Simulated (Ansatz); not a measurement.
C3H8OSi can be A, `CC(C)O[SiH]`, or B, `C/C([SiH3])=C\O`.

Program: Ansatz. Geometries: PBE0-D4/def2-TZVP. ΔE: electronic, gas phase. CCSD(T)/CBS adds triple-zeta CCSD(T) − MP2 to the extrapolated MP2 energy (def2 sets, frozen cores). DFT in def2-TZVPP. B3LYP here is the variant with VWN-RPA as its local correlation; programs differ in this. Each species was taken in one conformer, which may not be the lowest.

(1) Which is lower in electronic energy at CCSD(T)/CBS, and by how much? (An estimate is asked.)

(2) Give E(B) − E(A) in kcal/mol with CCSD(T)/def2-SVP, HF/def2-TZVPP, PBE-D4, BLYP-D4, PBE0-D4, B2PLYP, B3LYP. (An estimate is asked.)

(3) Does the order hold for the free energy at 298.15 K (harmonic terms from PBE0-D4)? (Estimate.)

Largest T1 diagnostic: 0.014.

Results:

(1) Ansatz gave: A, by 8.8 kcal/mol.

(2) Ansatz gave: CCSD(T)/def2-SVP 10.2, HF/def2-TZVPP 8.1, PBE-D4 6.2, BLYP-D4 8.1, PBE0-D4 6.4, B2PLYP 8.3, B3LYP 7.9. None reverses the order clearly.

(3) Computed: Yes: G(B) − G(A) = +5.1 kcal/mol, for one conformer each.

From r2SCAN to r2SCAN0 (25 % exact exchange), in def2-TZVPP and without D4, E(B) − E(A) moves by +0.9 kcal/mol. Leaving LDA and LC-ωPBE aside and taking each functional with its dispersion term where it has one, the values, not all of them listed here, spread over 5.3 kcal/mol, from r2SCAN-D4 to ωB97M-V. LDA lies +1.1 kcal/mol from PBE without D4.
